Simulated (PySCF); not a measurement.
Species: C₈H₆.
Bonds: C1–C2 (triple), C2–C3, C3–C4 (double), C4–C5, C5–C6 (double), C5–C7, C7–C8 (double), C3–C8. Hydrogens: H9 on C1; H10 on C4; H11, H12 on C6; H13 on C7; H14 on C8.

Definitions: NICS(0) = −σiso at the ring centroid; NICS(1) = −σiso and NICS(1)zz = −σzz at ±1 Å along the ring normal z. Level: GIAO PBE0/pcSseg-1 (PySCF, non-relativistic, gas phase) on the GFN2-xTB geometry, one conformer.

Ring bond lengths (Å), with Mayer bond orders in brackets: C3–C4 1.355 (1.63), C4–C5 1.455 (1.07), C5–C7 1.465 (1.08), C7–C8 1.340 (1.73), C8–C3 1.469 (1.12).

Problem. Give the NICS values of each ring in ppm.

Solution. 
```tsv
ring	type	NICS(0)	NICS(1), two faces	NICS(1)zz, two faces	rms pucker (Å)	centre to ring atoms, mean (Å)
C3–C4–C5–C7–C8	5-membered carbocycle; formal bonds 2 double, 3 single	-0.5	-4.1 / -4.1	-5.0 / -5.0	0.00	1.21
```

Problem. What can be read from them?

Solution. 
- C3–C4–C5–C7–C8: mean NICS(1)zz -5.0 ppm, shielded. That is too small in size for a clear verdict by the NICS criterion.

Problem. And the bond-length index? Use HOMA with the parameters of Krygowski (1993).

Solution. 
- C3–C4–C5–C7–C8: HOMA -0.04 = 1 − EN − GEO, with mean bond length 1.417 Å, EN = α(Ropt − mean)² = 0.215 and GEO = α × variance = 0.830. The geometric and the magnetic index point the same way.

Problem. What field does 1 T along the ring normal induce along that normal at the second NICS(1) probe listed for ring C3–C4–C5–C7–C8, 1 Å off the ring?

Solution. NICSzz × B0 = -5.0 ppm × 1 T = -5 μT, against the applied field.

Problem. Give the inner angles of the rings and the Hirshfeld charges of the ring atoms.

Solution. 
- C3–C4–C5–C7–C8: C3 108.6° (0.000 e), C4 108.2° (-0.056 e), C5 106.0° (-0.002 e), C7 108.5° (-0.065 e), C8 108.7° (-0.046 e); sum 540.0° against 540° for a flat convex ring.

Problem. What are the shieldings of the ring atoms and their hydrogens in the same run (means over atoms taken as equivalent)?

Solution. 
```csv
atoms,environment,σ isotropic (ppm)
C3,fully substituted alkene carbon,52.3
C4,alkene CH carbon,49.2
C5,fully substituted alkene carbon,27.3
C7,alkene CH carbon,55.6
C8,alkene CH carbon,43.4
H10,vinylic hydrogen,25.05
H13,vinylic hydrogen,25.35
H14,vinylic hydrogen,25.01
```
